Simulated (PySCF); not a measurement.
From one molecule to another.

First species: C10H6F2.
Atom-mapped SMILES: `[F:1][c:2]1[cH:3][cH:4][c:5]([F:6])[c:7]2[cH:8][cH:9][cH:10][cH:11][c:12]12` (hydrogens: H13 on C3; H14 on C4; H15 on C8; H16 on C9; H17 on C10; H18 on C11)

Second species: C₅H₈O₂S.
SMILES with atom numbers: `[CH2:1]=[C:2]1[CH2:3][C@@H:4]1[S:5]([CH3:6])(=[O:7])=[O:8]` (hydrogens: H9, H10 on C1; H11, H12 on C3; H13 on C4; H14, H15, H16 on C6)

Structure used (GFN2-xTB), in Å, numbered top down from 1:
```
atom  x, y, z in Å
C1    -1.5889    1.4069   -0.6498
C2    -1.2539    0.4280    0.1516
C3    -1.2709   -0.1797    1.4774
C4    -0.5511   -0.8397    0.3202
S5     1.2523   -0.7677    0.3952
C6     1.7287    0.0086   -1.1753
O7     1.7561   -2.1136    0.4024
O8     1.6393    0.1063    1.4682
H9    -2.1812    2.2369   -0.3023
H10   -1.3016    1.4181   -1.6889
H11   -0.6299    0.2484    2.2365
H12   -2.1783   -0.6275    1.8568
H13   -0.8932   -1.7625   -0.1199
H14    1.3106   -0.5832   -1.9787
H15    2.8101    0.0101   -1.2262
H16    1.3444    1.0196   -1.1786
```

Levels: PBE0/pcSseg-1 for dipole moment, HOMO energy, LUMO energy and HOMO–LUMO gap; GFN2-xTB for rotational constant A and rotational constant C. Geometries: GFN2-xTB. Each species is one conformer at its optimised geometry, gas phase, non-relativistic unless stated; the electronic structure was computed with PySCF and density fitting.

Dipoles, sizes and rotational constants follow the conformer. The torsions of the flexible species, by atom-mapped SMILES:
- `[CH2:1]=[C:2]1[CH2:3][C@@H:4]1[S:5]([CH3:6])(=[O:7])=[O:8]`: C3–C4–S5–C6 -124°

(1) Which of the two has the higher HOMO energy, and by how much?

(2) Which of the two has the higher dipole moment, and by how much?

(3) Which of the two has the higher LUMO energy, and by how much?

(4) Which of the two has the higher rotational constant C, and by how much?

(5) Which of the two has the higher HOMO–LUMO gap, and by how much?

(6) Which has the higher rotational constant A?

Results:

(1) The first: -6.50 eV against -7.94 eV, a difference of 1.44 eV.

(2) The second: 4.54 D against 0.60 D, a difference of 3.94 D.

(3) The second: -0.77 eV against -1.49 eV, a difference of 0.72 eV.

(4) The second: 1.225 GHz against 0.575 GHz, a difference of 0.650 GHz.

(5) The second: 7.17 eV against 5.01 eV, a difference of 2.16 eV.

(6) The second: 3.033 GHz against 1.183 GHz, a difference of 1.850 GHz.

On the first: The dipole equals about 2.0 × 10⁻³⁰ C·m (1 D = 3.33564 × 10⁻³⁰ C·m). A dipole of 0.60 D is allowed in C2v, and pure rotational transitions are dipole-allowed.

On the second: The dipole matches unit charges of opposite sign 0.95 Å apart (1 e·Å = 4.8032 D). A dipole of 4.54 D is allowed in C1, and pure rotational transitions are dipole-allowed.
